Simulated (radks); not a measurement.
Isoelectronic series with 30 electrons, each ion in its NIST ground configuration. Calculated with a radial shooting solver on a logarithmic mesh with Libxc functionals: scalar-relativistic Kohn-Sham, r2SCAN, spin-polarised, spherical densities, finite nucleus; meta-GGA in the generalised Kohn-Sham scheme; Fermi nuclear charge, rms radius of each element as measured or else 0.836 A^(1/3) + 0.57 fm. Total energies (hartree) and mean radii <r> (bohr):

| ion | configuration | E (hartree) | 4s | 3d | 3p |
|---|---|---|---|---|---|
| Zn | [Ar] 3d10 4s2 | -1796.29857 | 2.649 | 0.9074 | 0.7132 |
| Ga+ | [Ar] 3d10 4s2 | -1944.03575 | 2.217 | 0.8050 | 0.6789 |
| Ge2+ | [Ar] 3d10 4s2 | -2098.32358 | 1.943 | 0.7300 | 0.6464 |
| As3+ | [Ar] 3d10 4s2 | -2259.14789 | 1.745 | 0.6711 | 0.6160 |
| Se4+ | [Ar] 3d10 4s2 | -2426.50799 | 1.592 | 0.6229 | 0.5878 |
| Br5+ | [Ar] 3d10 4s2 | -2600.41213 | 1.469 | 0.5823 | 0.5618 |
| Kr6+ | [Ar] 3d10 4s2 | -2780.87344 | 1.366 | 0.5474 | 0.5377 |
| Rb7+ | [Ar] 3d10 4s2 | -2967.90916 | 1.278 | 0.5170 | 0.5154 |
| Sr8+ | [Ar] 3d10 4s2 | -3161.53914 | 1.202 | 0.4901 | 0.4948 |
| Zr10+ | [Ar] 3d10 4s2 | -3568.67353 | 1.077 | 0.4446 | 0.4579 |
| Nb11+ | [Ar] 3d10 4s2 | -3782.22794 | 1.024 | 0.4251 | 0.4413 |
| Mo12+ | [Ar] 3d10 4s2 | -4002.47663 | 0.9770 | 0.4074 | 0.4259 |
| Tc13+ | [Ar] 3d10 4s2 | -4229.45189 | 0.9340 | 0.3912 | 0.4115 |
| Ru14+ | [Ar] 3d10 4s2 | -4463.18076 | 0.8948 | 0.3762 | 0.3980 |
| Rh15+ | [Ar] 3d10 4s2 | -4703.69924 | 0.8588 | 0.3625 | 0.3853 |
